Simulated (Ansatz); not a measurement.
Which is lower?

Two relaxed structures of CH4SeSi, closed shell (PBE0-D4/def2-TZVP; forces vanish, vibrations not checked).

A:

```xyz
7
angstrom
C -0.6816 0.2276 -0.4835
Si 0.9024 -0.1581 -0.0190
Se 1.6327 -2.1239 0.7931
H 0.2923 -2.7193 0.7058
H -1.5123 -0.4642 -0.4280
H -0.9029 1.2191 -0.8624
H 2.0353 0.7867 -0.0949
```

B:

C1  (-0.599, 0.066, -0.132)
Si2  (1.185, -0.542, -0.389)
Se3  (1.392, -1.898, 1.429)
H4  (-0.692, 0.595, 0.823)
H5  (-1.298, -0.776, -0.111)
H6  (-0.897, 0.745, -0.934)
H7  (0.054, -1.724, 2.025)
(Å)

Program: Ansatz 0.2.0. Basis: def2-TZVPP. Cores are frozen in the correlated methods. Filled d shells of the heavier atoms are correlated. The def2 sets are not built for correlating such inner shells, so the correlated values are less sure here. B3LYP uses VWN-RPA correlation.

Task: Which structure is lower at CCSD(T), and by how much? (Judge from chemistry; the value comes from the calculation.)

Result: By the calculation: B, by 0.529 eV (electronic energy, against the other). By their contacts, A is CH₄SeSi ([CH2][SiH][SeH]) and B is CH₄SeSi ([CH3][Si][SeH]).

All methods give the same order:

```
   method  E(B) − E(A) (eV)
   PBE-D4            -0.542
r2SCAN-D4            -0.438
  PBE0-D4            -0.561
 B3LYP-D4            -0.548
  wB97M-V            -0.619
       HF            -0.613
      MP2            -0.445
     CCSD            -0.567
  CCSD(T)            -0.529
```

No T1 diagnostic of these runs exceeds 0.013. The restricted Hartree–Fock reference is unstable towards an unrestricted one at one or more of these structures.

Labels in which every atom is bracketed show which atoms are joined, not bond orders.

For scale, one of the runs: CCSD(T)/def2-TZVPP, 177 basis functions, launched by `ansatz run in.yaml --threads 2 --pin off --events-out ev --progress --plain --max-ram 4352MiB`. The run took 53 s on 2 CPU threads of an Arm Neoverse V1 (shared host), with 1.6 GiB of host memory at its peak.
